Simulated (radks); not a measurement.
Polarisability of the molybdenum ion Mo3+, [Kr] 4d3, at imaginary frequency. Method: non-relativistic Kohn-Sham, LB94 model potential, spin-polarised, spherical densities, point nucleus; open shells are filled with parallel spins first (spin-orbit coupling, left out, can overturn this in heavy ions); relativity is left out, which matters for an element this heavy; computed with a radial shooting solver on a logarithmic mesh with Libxc functionals. Response by self-consistent Sternheimer equations with the Hartree and adiabatic LDA kernel.

| w (hartree) | alpha1(iw) (bohr^3) |
|---|---|
| 0.00266 | 5.590 |
| 0.0143 | 5.588 |
| 0.0360 | 5.579 |
| 0.0697 | 5.549 |
| 0.118 | 5.477 |
| 0.186 | 5.326 |
| 0.280 | 5.048 |
| 0.413 | 4.603 |
| 0.605 | 3.976 |
| 0.892 | 3.184 |
| 1.35 | 2.280 |
| 2.12 | 1.378 |
| 3.59 | 0.6605 |
| 6.94 | 0.2408 |
| 17.5 | 0.05975 |

Static values: alpha1 = 5.590 bohr^3 (0.8283 angstrom^3; uncoupled 8.033). C6 = 25.26, triple-dipole C9 = 98.36 atomic units. One-pole (London) frequency 4 C6 / (3 alpha1^2) = 1.078 hartree, against 1.514 for minus the highest occupied eigenvalue.
